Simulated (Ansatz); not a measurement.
Ansatz (a quantum-chemistry and plane-wave program) input (B2GP-PLYP/def2-TZVPD):

Ansatz 0.2 input:
```yaml
crystal:
  periodic: [false, false, false]
  atoms:
    - {symbol: C, position_ang: [-1.95646857, 0.47764072, 0.16573808]}
    - {symbol: Si, position_ang: [-0.36142259, -0.40935086, -0.30415905]}
    - {symbol: C, position_ang: [-0.01793135, -1.82217564, 0.89697585]}
    - {symbol: P, position_ang: [1.31299532, 1.12239293, -0.44117024]}
    - {symbol: H, position_ang: [-2.17424552, 1.29298187, -0.52503020]}
    - {symbol: H, position_ang: [-2.80247928, -0.21243498, 0.15994923]}
    - {symbol: H, position_ang: [-1.87576531, 0.89957662, 1.17291990]}
    - {symbol: H, position_ang: [-0.84000736, -2.54127835, 0.90055724]}
    - {symbol: H, position_ang: [0.89958838, -2.35007787, 0.63558158]}
    - {symbol: H, position_ang: [0.09443264, -1.42885355, 1.91246684]}
    - {symbol: H, position_ang: [1.59076040, 1.14258082, 0.95606459]}
    - {symbol: H, position_ang: [2.31910209, 0.15973315, -0.71301262]}
basis:
  gaussian:
    orbitals: def2-TZVPD
hamiltonian:
  xc: {name: B2GP-PLYP}
magnetization: {spin_polarized: true, initial_magnetization: 1}
correlation: {electrons: outside_noble_gas}
```

End of the output:

```
integrals: 0.44 GiB planned
1592 factors; integrals over basis functions are off by at most 9.6e-4 eV
0.37 GiB of the device are held for the grids
1.31 GiB of device memory are held for the factors and their scratch space
mean field: 2.04 GiB planned
mean field evaluation 1: about -19347.5121 eV, gradient 3.3e1 eV
mean field evaluation 2: about -19347.5457 eV, gradient 3.3e1 eV
mean field evaluation 4: about -19352.9146 eV, gradient 2.1e0 eV
mean field evaluation 8: about -19352.9648 eV, gradient 2.1e-1 eV
mean field evaluation 16: about -19352.9656 eV, gradient 1.3e-3 eV
mean field -19352.96562981 eV, -711.2083689843 hartree, gradient 5.6e-6 eV, S^2 0.753458; 0 other end points of the search recorded, 0 dependent functions left out
12 core orbitals not correlated
reference -19352.96577730 eV, -711.2083744045 hartree; 13, 12 occupied and 207, 208 virtual orbitals, 1592 factors
second order -18.93319751 eV of doubles, -0.00000000 eV of singles
Total energy: -19359.78172841 eV, -711.4588559875 hartree
```

It need not be the lowest isomer of its formula.
